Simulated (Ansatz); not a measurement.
Reaction (formal exchange of groups at a C–N bond): `C=NC[O][SbH2]` + SiH₄ → `[SiH3]C[O][SbH2]` + `C=N`

Isolated molecules relaxed with PBE0-D4/def2-TZVP in Ansatz; ΔE leaves out vibrations. CCSD(T)/CBS is the MP2 limit (def2-TZVPP, def2-QZVPP) plus CCSD(T) − MP2 in def2-TZVPP, frozen cores. This one scheme is used for every species. DFT in def2-TZVPP. B3LYP here is the variant with VWN-RPA as its local correlation; programs differ in this. def2 core potentials past Kr. For Sb outer-core shells are correlated without core-valence functions, which leaves a few kJ/mol of doubt a bond. Each species was taken in one conformer, which may not be the lowest.

```
             level  ΔE (kJ/mol)  difference from CCSD(T)/CBS
            PBE-D4          1.7                          3.0
         r2SCAN-D4          3.8                          5.1
           PBE0-D4          2.1                          3.4
          B3LYP-D4          1.7                          3.0
           ωB97X-V          2.9                          4.2
           ωB97M-V         -0.4                          0.9
            B2PLYP          1.9                          3.2
               PBE          1.5                          2.8
            r2SCAN          3.6                          4.9
              PBE0          2.0                          3.3
             B3LYP          1.5                          2.8
     HF/def2-TZVPP          5.0                          6.3
    MP2/def2-TZVPP          2.7                          4.0
SCS-MP2/def2-TZVPP          2.5                          3.8
   CCSD/def2-TZVPP          1.5                          2.8
CCSD(T)/def2-TZVPP          2.4                          3.7
     HF/def2-QZVPP          4.3                          5.6
    MP2/def2-QZVPP          0.4                          1.7
SCS-MP2/def2-QZVPP          0.1                          1.4
      HF/CBS(def2)          4.2                          5.5
     MP2/CBS(def2)         -0.9                          0.4
    CCSD/CBS(def2)         -2.2                         -0.9
       CCSD(T)/CBS         -1.3                            0
```

Largest T1 diagnostic among the species: 0.014.
